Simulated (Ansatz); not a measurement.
Consider the substitution at a C–N bond: `C=CN=C` + `CBO` → `C=COBC` + `C=N`.

Computed with Ansatz on PBE0-D4/def2-TZVP structures; ΔE is electronic, products minus reactants. CCSD(T)/CBS adds triple-zeta CCSD(T) − MP2 to the extrapolated MP2 energy (def2 sets, frozen cores). This one scheme is used for every species. Functionals use def2-TZVPP. Each species was taken in one conformer, which may not be the lowest.

`C=CN=C`:

```xyz
9

C     1.649    0.550   -0.013
C     0.495   -0.075    0.193
N    -0.671    0.330   -0.450
C    -1.732   -0.314   -0.202
H     2.554    0.233    0.488
H     1.699    1.393   -0.692
H     0.431   -0.928    0.876
H    -2.659   -0.022   -0.689
H    -1.767   -1.167    0.489
```

`CBO`:

```xyz
8

C     0.009   -0.806   -0.602
B    -0.022    0.298    0.497
O     0.053    1.603    0.134
H     0.093   -0.407   -1.615
H    -0.893   -1.426   -0.541
H     0.845   -1.493   -0.424
H    -0.112    0.026    1.670
H     0.026    2.204    0.881
```

`C=COBC`:

Cartesian coordinates in Å:
```
C 1.020 -0.699 -1.420
C 1.072 -1.053 -0.147
O -0.008 -1.187 0.670
B -0.917 -0.222 0.982
C -0.826 1.271 0.538
H 1.930 -0.665 -2.003
H 0.085 -0.451 -1.908
H 1.999 -1.332 0.344
H -1.821 -0.623 1.660
H -1.050 1.925 1.387
H -1.613 1.473 -0.198
H 0.127 1.564 0.095
```

`C=N`:

Cartesian coordinates in Å:
```
C -0.001 -0.183 0.345
N -0.353 0.747 -0.431
H 0.665 -1.010 0.071
H -0.377 -0.184 1.370
H 0.066 0.630 -1.354
```

```csv
level,ΔE (kcal/mol)
PBE,12.9
HF/def2-TZVPP,10.9
```

Problem. What does CCSD(T)/CBS give? (Estimate.)

Solution. The calculation gave: +11.5 kcal/mol. The listed levels differ from it by 1.4, -0.6 kcal/mol.

Largest T1 diagnostic among the species: 0.013.

The D4 term adds −0.8 kcal/mol with B3LYP and −0.5 kcal/mol with PBE0; it sums over pairs of atoms, weighted by their polarisabilities, and B3LYP, whose exchange is more repulsive, gets the larger term.

B3LYP here is the variant with VWN-RPA as its local correlation; programs differ in this.
